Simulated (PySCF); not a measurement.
**Deuteron quadrupole couplings in `CCC1=CCCP1C(F)(F)F`**

C7H10F3P.
Cartesian coordinates in Å at the GFN2-xTB level; atoms count from 1:
```
atom  x, y, z in Å
C1     2.706    0.553   -0.559
C2     1.857    0.256    0.674
C3     0.503   -0.246    0.288
C4    -0.062   -1.397    0.640
C5    -1.440   -1.690    0.142
C6    -1.796   -0.638   -0.921
P7    -0.565    0.753   -0.822
C8    -1.411    1.701    0.597
F9    -2.479    2.378    0.143
F10   -0.576    2.603    1.136
F11   -1.854    0.937    1.610
H12    2.212    1.299   -1.180
H13    3.680    0.938   -0.266
H14    2.849   -0.349   -1.150
H15    1.744    1.175    1.256
H16    2.351   -0.485    1.306
H17    0.418   -2.111    1.291
H18   -1.496   -2.698   -0.274
H19   -2.136   -1.647    0.985
H20   -1.703   -1.060   -1.924
H21   -2.813   -0.255   -0.819
```

Level: PBE0/pcSseg-1 (PySCF, non-relativistic); Q(2H) = 0.00286 b; rigid geometry, the same for H and D, with no vibrational averaging.

Question: Rank these positions by the coupling χzz of a deuteron there, largest first.
A. H17 (vinylic hydrogen)
B. H20 (methylene hydrogen)
C. H15 (methylene hydrogen)
D. H14 (methyl hydrogen)

Answer: A (222 kHz), D (211 kHz), B (204 kHz), C (200 kHz).

Tabulate Vzz, the asymmetry η and χzz = 234.96 MHz × Q × Vzz for every hydrogen position.

```json
{"atom": "H12", "bonded to": "C1", "bond length (Å)": "1.089", "Vzz (au)": "0.3069", "η": "0.03", "χzz (kHz)": "206"}
{"atom": "H13", "bonded to": "C1", "bond length (Å)": "1.087", "Vzz (au)": "0.3170", "η": "0.02", "χzz (kHz)": "213"}
{"atom": "H14", "bonded to": "C1", "bond length (Å)": "1.088", "Vzz (au)": "0.3140", "η": "0.02", "χzz (kHz)": "211"}
{"atom": "H15", "bonded to": "C2", "bond length (Å)": "1.094", "Vzz (au)": "0.2971", "η": "0.02", "χzz (kHz)": "200"}
{"atom": "H16", "bonded to": "C2", "bond length (Å)": "1.092", "Vzz (au)": "0.3037", "η": "0.03", "χzz (kHz)": "204"}
{"atom": "H17", "bonded to": "C4", "bond length (Å)": "1.080", "Vzz (au)": "0.3300", "η": "0.05", "χzz (kHz)": "222"}
{"atom": "H18", "bonded to": "C5", "bond length (Å)": "1.092", "Vzz (au)": "0.3048", "η": "0.03", "χzz (kHz)": "205"}
{"atom": "H19", "bonded to": "C5", "bond length (Å)": "1.093", "Vzz (au)": "0.3003", "η": "0.03", "χzz (kHz)": "202"}
{"atom": "H20", "bonded to": "C6", "bond length (Å)": "1.093", "Vzz (au)": "0.3040", "η": "0.02", "χzz (kHz)": "204"}
{"atom": "H21", "bonded to": "C6", "bond length (Å)": "1.091", "Vzz (au)": "0.3062", "η": "0.02", "χzz (kHz)": "206"}
```

How does χzz go with the bond length over the 10 C–H bonds?

A straight-line fit has a slope of -14.9 kHz for each 0.01 Å, with a correlation coefficient of -0.98, over lengths from 1.080 to 1.094 Å. The longer bonds have the smaller couplings here.

One conformer (not necessarily the lowest) at the GFN2-xTB geometry, without solvent, vibrations or thermal averaging. GFN2-xTB bond lengths can be off by several hundredths of an ångström, more for odd bonds, and the gradients follow them. With a basis this small, the couplings can be 20 % off.

The run behind these numbers computed NMR shieldings as well. The run took 53 s of wall time on one thread, Arm Neoverse V1, on a shared host.
